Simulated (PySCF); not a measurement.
Orbital energies and ionisation energy

Compound: C6H9FO2.
Cartesian coordinates in Å at the PBE0-D3(BJ)/def2-SVP level; atoms count from 1:
```
atom  x, y, z in Å
C1    -0.2648   -2.0960   -0.9273
C2    -0.5971   -0.8426   -0.5965
O3     0.2409    0.2279   -0.5181
C4     1.6065    0.0026   -0.4963
C5     2.3012    1.2824   -0.1325
F6     2.0284   -0.4082   -1.7356
C7    -2.0194   -0.4834   -0.2631
C8    -2.2961    0.9570    0.0662
O9    -2.8815   -1.3302   -0.2697
H10    0.7403   -2.3832   -1.2341
H11   -1.0634   -2.8386   -0.9126
H12    1.8300   -0.8256    0.2037
H13    3.3886    1.1315   -0.1363
H14    2.0422    2.0574   -0.8674
H15    1.9868    1.6150    0.8659
H16   -3.3649    1.0775    0.2780
H17   -1.9945    1.6044   -0.7713
H18   -1.6953    1.2739    0.9321
```

Level: wB97X-D/def2-SVPD (PySCF). Frontier orbitals with their largest atomic shares (Löwdin; up to four atoms above 4 %):

| orbital | ε (eV) | main atoms |
| --- | --- | --- |
| HOMO−3 | -12.34 | O9 37 %, C7 16 %, O3 14 %, C8 13 % |
| HOMO−2 | -11.77 | F6 22 %, O3 21 %, C4 20 %, C5 12 % |
| HOMO−1 | -9.55 | O9 58 %, C7 11 %, C8 10 %, C2 10 % |
| HOMO | -9.29 | ? |
| LUMO | 0.17 | C7 25 %, O9 22 %, C1 20 %, C2 15 % |
| LUMO+1 | 2.13 | C5 16 %, C8 11 %, C4 10 %, H15 9 % |
| LUMO+2 | 2.74 | C8 18 %, H12 11 %, H17 8 %, H16 7 % |

Q: What vertical ionisation energy does ΔSCF give, and how far is −ε(HOMO) from it?

A: ΔSCF: 9.48 eV (915 kJ/mol; threshold wavelength 131 nm); ⟨S²⟩ of the doublet left behind is 0.773, against 0.75 for a pure doublet. −ε(HOMO) is 9.29 eV, 0.19 eV below it. In exact Kohn–Sham theory the two would be equal; wB97X-D (range-separated hybrid) comes within 0.19 eV of that here.

Q: On which atoms does the HOMO lie?

A: C1 (terminal =CH2 carbon) 32 %, C2 (vinylic carbon bearing oxygen) 24 %, O3 (ether oxygen) 20 %, O9 (ketone oxygen) 11 %, so no atom holds as much as 40 %. The HOMO−1 lies 0.26 eV lower.

Q: With α = 81.2 au, estimate the like-pair dispersion coefficient by London's formula C6 = (3/4)α²I.

A: I = 0.3483 Eh, so C6 ≈ 1720 au; the Casimir–Polder integral at the same level gives 2920 au, 1.70 times as much.

Q: What total energies stand behind the ΔSCF value?

A: E(N) = -483.84075 Eh and E(N − 1) = -483.49241 Eh at the same geometry, 0.34834 Eh apart.

Geometry: PBE0-D3(BJ)/def2-SVP, one conformer, isolated molecule.

The pairwise dispersion term of wB97X-D wasn't added to the energies; at a given geometry it leaves orbitals and properties as they are.
